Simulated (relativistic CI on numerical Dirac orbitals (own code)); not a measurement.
# Cr⁺ in a cubic cluster: 1s photoemission with charge transfer

Computed with a charge-transfer multiplet model of a cubic metal-ligand cluster with up to 3 ligand holes, Slater and spin-orbit integrals from Dirac-Coulomb-Breit ions, Slater integrals scaled by 0.8. The parameters are those of a tetrahedral site (10Dq negative, t2 hopping the larger). The ground state mixes d5 with configurations of k ligand holes L, whose averages lie at kΔ + k(k − 1)U_dd/2; a core hole lowers each added d electron by U_cd. 20 K, Lorentzian 1.1 eV and Gaussian 0.6 eV FWHM.

Atomic integrals in eV (Slater integrals scaled, ζ unscaled), ground: F2dd 6.636, F4dd 4.082, zeta_d 0.022; with the core hole: F2dd 8.271, F4dd 5.138, zeta_d 0.038, G2cd 0.038.

Cluster parameters (eV): U_dd = 4.6, U_cd = 5.1, 10Dq = -0.35, 10Dq(ligand) = 0, V(eg) = 0.97, V(t2g) = -1.66, final-state hopping factor = 0.9.

| Case | n_d | d5 | d6L | d7L2 | d8L3 | S |
| --- | --- | --- | --- | --- | --- | --- |
| Δ = 6.5 eV | 5.13 | 0.88 | 0.12 | 0.00 | 0.00 | 2.50 |
| Δ = 9.5 eV | 5.07 | 0.93 | 0.07 | 0.00 | 0.00 | 2.50 |
| Δ = 11.5 eV | 5.05 | 0.95 | 0.05 | 0.00 | 0.00 | 2.50 |

Weights, n_d and S are thermal averages at 20 K. Binding energies count from the first peak over 30 % of the highest in each spectrum, which can be another peak from case to case. The parameters are a model scan and need not match a compound or its usual spin state. Peaks in eV (height, largest 100):
- Δ = 6.5 eV: 0.0 (100), 5.7 (7)
- Δ = 9.5 eV: 0.0 (100)
- Δ = 11.5 eV: 0.0 (100)

For the case Δ = 9.5 eV, Δ = 9.5 eV is larger than U_dd = 4.6 eV, the Mott-Hubbard side of the Zaanen-Sawatzky-Allen scheme. With the core hole the configuration with one ligand hole lies at Δ − U_cd = 1.4, 4.4, 6.4 eV from the one without, in the order of the table; where this is negative the screened configuration lies lower, though the effective hopping of about 2.8 eV (from the holes of the mixed ground state) mixes the two strongly wherever it is as large as the gap.
